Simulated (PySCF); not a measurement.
Coordinates in bohr (charge 1 multiplicity 1):
```
Ge    0.0000    0.0000    0.0000
Cl    0.0000    0.0000    3.8651
Cl    3.3473    0.0000   -1.9325
Cl   -3.3473    0.0000   -1.9325
```

Computed with PySCF, PBE0, basis Ge def2-TZVP, Cl def2-TZVP (no relativity, density fitting).

This geometry of GeCl₃⁺ is a stationary point at this level.

Q: What is the point group?

A: D3h.

Q: Is it a minimum?

A: Yes: all harmonic wavenumbers are real.

Q: List the harmonic modes with their infrared intensities.

A: 
| symmetry | ω (cm⁻¹) | IR (km/mol, summed over degenerate members) |
| --- | --- | --- |
| e' | 145 | 10.2 |
| a2'' | 150 | 4.6 |
| a1' | 437 | 0.0 |
| e' | 549 | 142 |

In D3h the vibrations span 2e' + a2'' + a1'. The a1' mode carries no infrared intensity, as symmetry demands.

This need not be the most stable arrangement of these atoms.
